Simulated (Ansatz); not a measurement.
Single points on the cluster Cu₂F₂⁻.

```yaml
crystal:
  periodic: [false, false, false]
  atoms:
    - {symbol: Cu, position_ang: [0.418309, 1.101911, 0.027532]}
    - {symbol: Cu, position_ang: [-0.418014, -1.101813, -0.026804]}
    - {symbol: F, position_ang: [0.253435, 2.921047, -0.103846]}
    - {symbol: F, position_ang: [-0.253729, -2.921136, 0.103128]}
basis:
  gaussian: {orbitals: def2-TZVPD, initial_orbitals: start.molden}
total_charge: -1
magnetization: {spin_polarized: true, initial_magnetization: 1}
hamiltonian: {xc: pbe, dispersion: d4}
scf: {omitted_lower_state_checks: [starts]}
output: {forces: true, orbitals: {seedname: orbitals}}
```

The file start.molden holds the orbitals of an earlier run on this structure, at another level or in another basis.

```sh
$ ansatz run in.yaml --threads 4 --pin off --events-out ev --progress --plain --max-ram 3916MiB
```

Shortened log:

```
Functional definition: PBE
1332 factors; their error is unknown
mean field evaluation 1: about -94703.4517 eV, gradient 9.2e0 eV
mean field evaluation 2: about -94703.7803 eV, gradient 4.8e-1 eV
mean field evaluation 4: about -94703.7598 eV, gradient 6.7e-2 eV
mean field evaluation 8: about -94703.7598 eV, gradient 1.1e-5 eV
mean field -94703.75977963 eV, -3480.2989793873 hartree, gradient 1.1e-5 eV, S^2 0.753093; 0 other end points of the search recorded, 0 dependent functions left out
reference -94703.75982426 eV, -3480.2989810276 hartree; 39, 38 occupied and 137, 138 virtual orbitals, 1332 factors
Total energy: -94703.83171281 eV, -3480.3016228831 hartree
Atom 0 at     0.418309     1.101911     0.027532 Å, force    -0.103912    -0.056726    -0.018447 eV/Å
Atom 1 at    -0.418014    -1.101813    -0.026804 Å, force     0.103845     0.056377     0.018179 eV/Å
Atom 2 at     0.253435     2.921047    -0.103846 Å, force     0.025322    -0.066638     0.008883 eV/Å
Atom 3 at    -0.253729    -2.921136     0.103128 Å, force    -0.025255     0.066987    -0.008615 eV/Å
Dipole moment:     0.000189     0.000180     0.000414 e Å
Checks for a lower state left out: starts
```

Hardware: 4 threads of Arm Neoverse V2 on a shared host. Wall time 3.6 s.

The first input with `hamiltonian: {xc: {name: B97M-V}}`, `output: {orbitals: {seedname: orbitals}}` (abridged; 13 s):

```
Functional definition: B97M-V
mean field -94701.19285222 eV, -3480.2046465452 hartree, gradient 1.4e-5 eV, S^2 0.755295
Total energy: -94701.19291868 eV, -3480.2046489873 hartree
Checks for a lower state left out: starts
```

As the first input, with `hamiltonian: {xc: pbe0, dispersion: d4}`, `output: {orbitals: {seedname: orbitals}}` (abridged; 7.5 s):

```
Functional definition: PBE0
mean field -94702.85713668 eV, -3480.2658078709 hartree, gradient 1.6e-5 eV, S^2 0.761049
Total energy: -94702.91858314 eV, -3480.2680659865 hartree
Checks for a lower state left out: starts
```

First input, but with `gaussian: {orbitals: def2-SVPD, initial_orbitals: start.molden}`, `correlation: {method: ccsd_t, frozen_orbitals: {Cu: 9, F: 1}}`, `scf: {omitted_lower_state_checks: [starts, cluster_reference]}`, `output: {orbitals: {seedname: orbitals}}` and without the key `hamiltonian` (abridged; 44 s):

```
Functional definition: HF
mean field -94592.94241559 eV, -3476.2265163736 hartree, gradient 4.7e-6 eV, S^2 0.765265
20 core orbitals not correlated: weight in the atoms' cores, before any rotation towards them, 1.000 or more for the frozen orbitals, at most 0.000 for the correlated occupied ones
second order -28.89930722 eV of doubles, -0.00000000 eV of singles
cycle   1  -25.24509004 eV  change     3.7e0 eV  update   2.6e-1
cycle   2  -26.66613286 eV  change    -1.4e0 eV  update   1.4e-1
cycle   3  -26.84141168 eV  change   -1.8e-1 eV  update   6.6e-2
cycle   4  -26.89375390 eV  change   -5.2e-2 eV  update   4.1e-2
cycle   5  -26.86676468 eV  change    2.7e-2 eV  update   2.7e-2
cycle   6  -26.86960611 eV  change   -2.8e-3 eV  update   2.1e-2
cycle   7  -26.89614551 eV  change   -2.7e-2 eV  update   1.7e-2
cycle   8  -26.91453471 eV  change   -1.8e-2 eV  update   1.3e-2
cycle   9  -26.92170469 eV  change   -7.2e-3 eV  update   8.6e-3
cycle  10  -26.93370354 eV  change   -1.2e-2 eV  update   4.8e-3
cycle  11  -26.93247642 eV  change    1.2e-3 eV  update   3.1e-3
cycle  12  -26.92950067 eV  change    3.0e-3 eV  update   1.7e-3
cycle  13  -26.93113264 eV  change   -1.6e-3 eV  update   1.1e-3
cycle  14  -26.93128437 eV  change   -1.5e-4 eV  update   7.1e-4
cycle  15  -26.93146576 eV  change   -1.8e-4 eV  update   4.8e-4
cycle  16  -26.93176364 eV  change   -3.0e-4 eV  update   3.7e-4
cycle  17  -26.93197415 eV  change   -2.1e-4 eV  update   3.0e-4
cycle  18  -26.93187675 eV  change    9.7e-5 eV  update   2.0e-4
cycle  19  -26.93192029 eV  change   -4.4e-5 eV  update   1.3e-4
cycle  20  -26.93188334 eV  change    3.7e-5 eV  update   6.9e-5
cycle  21  -26.93184913 eV  change    3.4e-5 eV  update   4.3e-5
perturbative correction -1.05902687 eV, -0.0389185195 hartree
Total energy: -94620.93329158 eV, -3477.2551620936 hartree
Checks for a lower state left out: starts, cluster_reference
```

As the first input, with `hamiltonian: {xc: r2scan, dispersion: d4}`, `output: {orbitals: {seedname: orbitals}}` (abridged; 8 s):

```
Functional definition: r2SCAN
mean field -94718.89205061 eV, -3480.8550800888 hartree, gradient 1.2e-5 eV, S^2 0.759165
Total energy: -94718.90802442 eV, -3480.8556671156 hartree
Checks for a lower state left out: starts
```

As the first input, with `hamiltonian: {xc: {name: wB97X-V}}`, `output: {orbitals: {seedname: orbitals}}` (abridged; 20 s):

```
Functional definition: wB97X-V
mean field -94710.67779049 eV, -3480.5532115972 hartree, gradient 2.4e-5 eV, S^2 0.761644
Total energy: -94710.67778874 eV, -3480.5532115331 hartree
Checks for a lower state left out: starts
```

Geometry: PBE0-D4/def2-SVPD.

Correlated methods freeze 20 core orbitals. At CCSD(T)/def2-SVPD T1 of the charge -1 doublet is large (up to 0.058), so the single-reference result is doubtful. Another isomer (doublet) lies 0.25 eV lower at PBE0-D4/def2-TZVPD; other spin states weren't run for this one.
